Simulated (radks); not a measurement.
Question: The mean radii <r> (bohr) of the occupied orbitals of an atom or ion are listed with their occupations. Calculated with a radial shooting solver on a logarithmic mesh with Libxc functionals: Dirac Kohn-Sham, PBE, spin-unpolarised, spherical densities, point nucleus.

| orbital | occ. | <r> |
|---|---|---|
| 1s1/2 | 2 | 0.02781 |
| 2s1/2 | 2 | 0.1194 |
| 2p1/2 | 2 | 0.1008 |
| 2p3/2 | 4 | 0.1064 |
| 3s1/2 | 2 | 0.3218 |
| 3p1/2 | 2 | 0.3122 |
| 3p3/2 | 4 | 0.3236 |
| 3d3/2 | 4 | 0.2947 |
| 3d5/2 | 6 | 0.2983 |
| 4s1/2 | 2 | 0.7645 |
| 4p1/2 | 2 | 0.8013 |
| 4p3/2 | 4 | 0.8298 |
| 4d3/2 | 4 | 0.9615 |
| 4d5/2 | 6 | 0.9735 |
| 5s1/2 | 1 | 2.017 |
| 5p1/2 | 1.33333 | 2.386 |
| 5p3/2 | 2.66667 | 2.481 |

Name the element and its charge. Open shells, if any, are shared by 2j + 1.

Answer: Z = 52, tellurium, charge +1: Te+ in [Kr] 4d10 5s1 5p4. The 1s radius gives Z: for a bare nucleus <r> = (2 gamma + 1)/(2Z) with gamma = sqrt(1 - (Z/c)^2), 0.02741 bohr for Z = 52, and screening makes it slightly larger (0.02781 here). The occupations add up to 51, and the charge is Z minus that.
